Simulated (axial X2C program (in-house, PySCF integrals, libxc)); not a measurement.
## Correcting the dissociation energy of SiTe for spin–orbit coupling

A spin-free PBE0 curve (one-electron X2C) was computed with an in-house all-electron X2C program for linear molecules (integrals from PySCF), basis Te dyall-cv3z [11s12p8d4f1g], Si dyall-v3z [8s7p2d1f] (cores contracted in-house), for the state M_S = 0, Λ = 0 (closed shell). It gives D0 = 4.561 eV to Te + Si, which in a spin-free picture are the weighted means of the ground terms.

Measured levels of the ground terms (NIST Handbook of Basic Atomic Spectroscopic Data), in cm⁻¹: Te 3P: J = 2 at 0, J = 0 at 4706.5, J = 1 at 4750.7; Si 3P: J = 0 at 0, J = 1 at 77.1, J = 2 at 223.2.

The molecular state has Λ = 0, so it has no first-order lowering.

Problem. How far does each ground level lie under the (2J+1)-weighted mean of its term?

Solution. Te: (5 × 0 + 1 × 4706.5 + 3 × 4750.7)/9 = 2107 cm⁻¹; Si: (1 × 0 + 3 × 77.1 + 5 × 223.2)/9 = 150 cm⁻¹.

Problem. Correct D0.

Solution. D0 = 4.561 + (0 − 2257)/8065.5 = 4.281 eV at PBE0 with these spin–orbit terms.

Second-order spin–orbit effects in the molecule, which grow quickly with Z, are left out. One determinant describes the state; a PBE0 search over occupations chose it and may have missed a lower one. Dissociation energies refer to the lowest single-determinant-based atoms at the same level and basis.
